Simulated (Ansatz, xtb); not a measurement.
This singlet lies 2.33 eV below the relaxed triplet at the level composite: frozen-core CCSD(T) with HF/cc-pVQZ and the correlation energy extrapolated as X^-3 from cc-pVTZ and cc-pVQZ, plus CCSDT(Q) minus CCSD(T) in cc-pVDZ // PBE0-D3(BJ)/def2-TZVP (Ansatz, a program for electronic structure).

Level of theory: GFN2-xTB (xtb 6.7.1).

```
xtb start.xyz --ohess tight --gfn 2 --chrg 0 --uhf 0 --iterations 400

# start.xyz
3

Cl    -1.711988    -0.404612     0.000000
Si    -0.004763     0.805924     0.000000
Cl     1.716751    -0.401311     0.000000
```

Output:

```
[...]
          :.................................................:
          :  # basis functions                  30          :
          :  # atomic orbitals                  27          :
          :  # shells                            9          :
          :  # electrons                        18          :
          :  max. iterations                   400          :
          :  Hamiltonian                  GFN2-xTB          :
          :  restarted?                      false          :
          :  GBSA solvation                  false          :
          :  PC potential                    false          :
          :  electronic temp.          300.0000000     K    :
          :  accuracy                    1.0000000          :
          :  -> integral cutoff          0.2500000E+02      :
          :  -> integral neglect         0.1000000E-07      :
          :  -> SCF convergence          0.1000000E-05 Eh   :
          :  -> wf. convergence          0.1000000E-03 e    :
          :  Broyden damping             0.4000000          :
          :  net charge                          0          :
          :  unpaired electrons                  0          :
          ...................................................

 iter      E             dE          RMSdq      gap      omega  full diag
   1    -10.8861755 -0.108862E+02  0.240E-04    2.75       0.0  T
   2    -10.8861755 -0.201670E-10  0.201E-04    2.75     287.0  T
   3    -10.8861755 -0.419522E-10  0.149E-04    2.75     387.6  T

   *** convergence criteria satisfied after 3 iterations ***

         #    Occupation            Energy/Eh            Energy/eV
      -------------------------------------------------------------
         1        2.0000           -1.0614975             -28.8848
       ...           ...                  ...                  ...
         3        2.0000           -0.6371091             -17.3366
         4        2.0000           -0.4679350             -12.7332
         5        2.0000           -0.4525458             -12.3144
         6        2.0000           -0.4485931             -12.2068
         7        2.0000           -0.4366983             -11.8832
         8        2.0000           -0.4268508             -11.6152
         9        2.0000           -0.3809967             -10.3674 (HOMO)
        10                         -0.2797819              -7.6133 (LUMO)
        11                         -0.2066259              -5.6226
        12                         -0.1663228              -4.5259
        13                         -0.0567432              -1.5441
        14                         -0.0310501              -0.8449
       ...                                ...                  ...
        27                          0.6946064              18.9012
      -------------------------------------------------------------
                  HL-Gap            0.1012148 Eh            2.7542 eV
             Fermi-level           -0.3303893 Eh           -8.9904 eV


         :::::::::::::::::::::::::::::::::::::::::::::::::::::
         ::                     SUMMARY                     ::
         :::::::::::::::::::::::::::::::::::::::::::::::::::::
         :: total energy             -10.875761366819 Eh    ::
         :: gradient norm              0.000300317240 Eh/a0 ::
         :: HOMO-LUMO gap              2.754195073444 eV    ::
         ::.................................................::
         :: SCC energy               -10.886175444728 Eh    ::
         :: -> isotropic ES            0.016090498936 Eh    ::
         :: -> anisotropic ES         -0.004875504411 Eh    ::
         :: -> anisotropic XC         -0.008504245625 Eh    ::
         :: -> dispersion             -0.002342587444 Eh    ::
         :: repulsion energy           0.010414077909 Eh    ::
         :: add. restraining           0.000000000000 Eh    ::
         :: total charge              -0.000000000000 e     ::
         :::::::::::::::::::::::::::::::::::::::::::::::::::::

           -------------------------------------------------
          |                Numerical Hessian                |
           -------------------------------------------------
step length          :   0.00500
SCC accuracy         :   0.30000
Hessian scale factor :   1.00000
frozen atoms in %    :   0.00000    0
RMS gradient         :   0.00030
estimated CPU  time      0.00 min
estimated wall time      0.00 min

writing file <hessian>.

 projected vibrational frequencies (cm⁻¹)
eigval :       -0.00    -0.00     0.00     0.00     0.00     0.00
eigval :      179.26   423.46   447.25
           -------------------------------------------------
          |                Property Printout                |
           -------------------------------------------------

    * Orbital Energies and Occupations

         #    Occupation            Energy/Eh            Energy/eV
      -------------------------------------------------------------
         1        2.0000           -1.0614974             -28.8848
         2        2.0000           -1.0492509             -28.5516
         3        2.0000           -0.6371094             -17.3366
         4        2.0000           -0.4679350             -12.7332
         5        2.0000           -0.4525458             -12.3144
         6        2.0000           -0.4485931             -12.2068
         7        2.0000           -0.4366982             -11.8832
         8        2.0000           -0.4268507             -11.6152
         9        2.0000           -0.3809969             -10.3675 (HOMO)
        10                         -0.2797822              -7.6133 (LUMO)
        11                         -0.2066263              -5.6226
        12                         -0.1663231              -4.5259
        13                         -0.0567435              -1.5441
        14                         -0.0310504              -0.8449
        15                         -0.0253392              -0.6895
        16                          0.0127730               0.3476
        17                          0.0163682               0.4454
        18                          0.0198667               0.5406
        19                          0.0199943               0.5441
        20                          0.0200499               0.5456
       ...                                ...                  ...
        27                          0.6946060              18.9012
      -------------------------------------------------------------
                  HL-Gap            0.1012147 Eh            2.7542 eV
             Fermi-level           -0.3303896 Eh           -8.9904 eV

     #   Z          covCN         q      C6AA      α(0)
     1  17 Cl       0.820    -0.237   106.549    15.791
     2  14 Si       1.606     0.473   182.760    28.765
     3  17 Cl       0.820    -0.236   106.547    15.791

 Mol. C6AA /au·bohr⁶  :       1139.805585
 Mol. C8AA /au·bohr⁸  :      59854.546457
Molecule has the following symmetry elements: (C2) 2*(sigma)
It seems to be the C2v point group
 Mol. α(0) /au        :         60.346406

Wiberg/Mayer (AO) data.
largest (>0.10) Wiberg bond orders for each atom

 ---------------------------------------------------------------------------
     #   Z sym  total        # sym  WBO       # sym  WBO       # sym  WBO
 ---------------------------------------------------------------------------
     1  17 Cl   1.260 --     2 Si   1.214
     2  14 Si   2.427 --     3 Cl   1.214     1 Cl   1.214
     3  17 Cl   1.261 --     2 Si   1.214
 ---------------------------------------------------------------------------

Topologies differ in total number of bonds
Writing topology from bond orders to xtbtopo.mol

molecular dipole:
                 x           y           z       tot (Debye)
 q only:       -0.002       1.166      -0.000
   full:        0.000       0.047      -0.000       0.120
molecular quadrupole (traceless):
                xx          xy          yy          xz          yz          zz
 q only:       -4.713      -0.014       3.075       0.000      -0.000       1.638
  q+dip:       -2.240      -0.005       0.371       0.000       0.000       1.869
   full:       -2.104      -0.001      -1.669       0.000       0.000       3.773

           -------------------------------------------------
          |                Geometry Summary                 |
           -------------------------------------------------

      molecular mass/u    :       98.9913739
   center of mass at/Å    :        0.0001095      -0.0647281       0.0000001
  moments of inertia/u·Å² :        0.3423751E+02   0.1777435E+03   0.2119810E+03
rotational constants/cm⁻¹ :        0.4923732E+00   0.9484249E-01   0.7952428E-01

 * 2 selected distances

     #   Z          #   Z                                           value/Å
     1  17 Cl       2  14 Si                                      2.0515527 (max)
     2  14 Si       3  17 Cl                                      2.0514493 (min)

 * 1 distinct bonds (by element types)

   Z      Z             #   av. dist./Å        max./Å        min./Å
  14 Si  17 Cl          2     2.0515010     2.0515527     2.0514493

           -------------------------------------------------
          |               Frequency Printout                |
           -------------------------------------------------
 projected vibrational frequencies (cm⁻¹)
eigval :       -0.00    -0.00     0.00     0.00     0.00     0.00
eigval :      179.26   423.46   447.25
 reduced masses (amu)
   1: 30.92   2: 33.32   3: 35.45   4: 33.40   5: 31.76   6: 35.45   7: 34.06   8: 31.03
   9: 31.57
 IR intensities (km·mol⁻¹)
   1:  0.01   2:  0.00   3:  0.00   4:  0.00   5:  0.01   6:  0.00   7:  4.49   8:113.26
   9: 31.14
 Raman intensities (Ä⁴*amu⁻¹)
   1:  0.00   2:  0.00   3:  0.00   4:  0.00   5:  0.00   6:  0.00   7:  0.00   8:  0.00
   9:  0.00
 output can be read by thermo (or use thermo option).
 writing <g98.out> molden fake output.
 recommended (thermochemical) frequency scaling factor: 1.0
           -------------------------------------------------
          |             Thermodynamic Functions             |
           -------------------------------------------------

c2v symmetry found (for desy threshold:  0.10E+00) used in thermo

          ...................................................
          :                      SETUP                      :
          :.................................................:
          :  # frequencies                           3      :
          :  # imaginary freq.                       0      :
          :  linear?                             false      :
          :  only rotor calc.                    false      :
          :  symmetry                              c2v      :
          :  rotational number                       2      :
          :  scaling factor                  1.0000000      :
          :  rotor cutoff                   50.0000000 cm⁻¹ :
          :  imag. cutoff                  -20.0000000 cm⁻¹ :
          :.................................................:

    mode    ω/cm⁻¹     T·S(HO)/kcal·mol⁻¹    T·S(FR)/kcal·mol⁻¹   T·S(vib)
   ------------------------------------------------------------------------
       1    179.26    -0.69652 ( 99.40%)    -0.67811 (  0.60%)    -0.69641
   ------------------------------------------------------------------------

   temp. (K)  partition function   enthalpy   heat capacity  entropy
                                   cal/mol     cal/K/mol   cal/K/mol   J/K/mol
 298.15  VIB   2.24                  719.993      4.649      4.020
         ROT  0.434E+05              888.752      2.981     24.200
         INT  0.973E+05             1608.745      7.630     28.221
         TR   0.953E+27             1481.254      4.968     39.670
         TOT                        3089.9989    12.5977    67.8907   284.0548

       T/K    H(0)-H(T)+PV         H(T)/Eh          T*S/Eh         G(T)/Eh
   ------------------------------------------------------------------------
    298.15    0.492423E-02    0.731623E-02    0.322571E-01   -0.249408E-01
   ------------------------------------------------------------------------

         :::::::::::::::::::::::::::::::::::::::::::::::::::::
         ::                  THERMODYNAMIC                  ::
         :::::::::::::::::::::::::::::::::::::::::::::::::::::
         :: total free energy         -10.900702203305 Eh   ::
         ::.................................................::
         :: total energy              -10.875761366868 Eh   ::
         :: zero point energy           0.002392006856 Eh   ::
         :: G(RRHO) w/o ZPVE           -0.027332843292 Eh   ::
         :: G(RRHO) contrib.           -0.024940836436 Eh   ::
         :::::::::::::::::::::::::::::::::::::::::::::::::::::

optimized geometry written to: xtbopt.xyz

           -------------------------------------------------
          | TOTAL ENERGY              -10.875761366868 Eh   |
          | TOTAL ENTHALPY            -10.868445133255 Eh   |
          | TOTAL FREE ENERGY         -10.900702203305 Eh   |
          | GRADIENT NORM               0.000299922568 Eh/α |
          | HOMO-LUMO GAP               2.754191971758 eV   |
           -------------------------------------------------

------------------------------------------------------------------------
```

Cost: very roughly 0.11 core-seconds.
